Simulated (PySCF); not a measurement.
# TeAs⁺: one state, many levels of theory

State: ¹Σ⁺ (singlet), closed shell. Set-up: PySCF, scalar-relativistic core potentials, basis sets Te def2-SVP with ECP28, As def2-SVP. De refers to Te⁺ + As in their high-spin ground configurations, without counterpoise correction. A positive dipole points towards As; it is taken about the centre of mass and depends on that origin.

```tsv
Level	Re (Å)	ωe (cm⁻¹)	De (eV)	μ (D)	CPU s a point (SCF and correlation, without the integrals)
RHF	2.231	431	0.499	1.16	0.14
RHF-MP2	2.339	320	3.42	n/a	0.22
RHF-SCS-MP2	2.332	328	3.31	n/a	n/a
RHF-CCSD	2.299	368	2.89	n/a	n/a
RHF-CCSD(T)	2.324	342	3.27	n/a	2.6
PBE	2.302	361	4.57	0.89	1.2
r²SCAN	2.279	378	4.01	0.83	1.1
TPSSh	2.279	378	4.14	0.87	1.7
B3LYP	2.289	373	4.27	0.97	1
PBE0	2.267	390	3.91	0.91	1.6
r²SCAN0	2.255	399	3.54	0.88	1.1
CAM-B3LYP	2.254	402	3.91	0.98	1.6
```

Question: Which functional lies closest to RHF-CCSD(T) in De, which farthest, and by how much do they differ from it?

Answer: Closest is r²SCAN0 (-6.9 pm in Re, +16.7 % in ωe, +0.27 eV in De against RHF-CCSD(T) in the same basis), farthest PBE (-2.2 pm in Re, +5.6 % in ωe, +1.30 eV in De). CCSD(T) converges more slowly with the basis than the functionals do and binds too weakly in this one, so the order can change at the basis-set limit.

Question: What does a quarter of exact exchange do here, going from PBE to PBE0?

Answer: PBE0 less PBE: -3.5 pm in Re, +8.0 % in ωe, -0.66 eV in De. Exact exchange removes part of the self-interaction that spreads semilocal densities, and in most molecules shortens and stiffens the bond and lowers De; so it does here.

Question: What does the step from GGA to meta-GGA do here, going from PBE to r²SCAN?

Answer: r²SCAN less PBE: -2.3 pm in Re, +4.7 % in ωe, -0.56 eV in De. 

Correlated steps freeze 13 core orbitals. Correlated levels converge slowly with the basis: in double zeta they bind strong bonds too weakly, by up to about 1 eV, and carry superposition errors of some tenths. Spin–orbit coupling is left out, which matters for elements this heavy, above all for dissociation energies. For an ion De counts to the pair picked by the measured ionisation energies or electron affinities, which need not be the lowest pair at this level. Where the molecule has an RHF reference, its open-shell atoms are computed with UHF.

The whole job (state search and all levels along the bond) took about 3.6 min on 1 thread of Oxide Virtual Turin-like (shared host), peak memory 0.8 GiB.
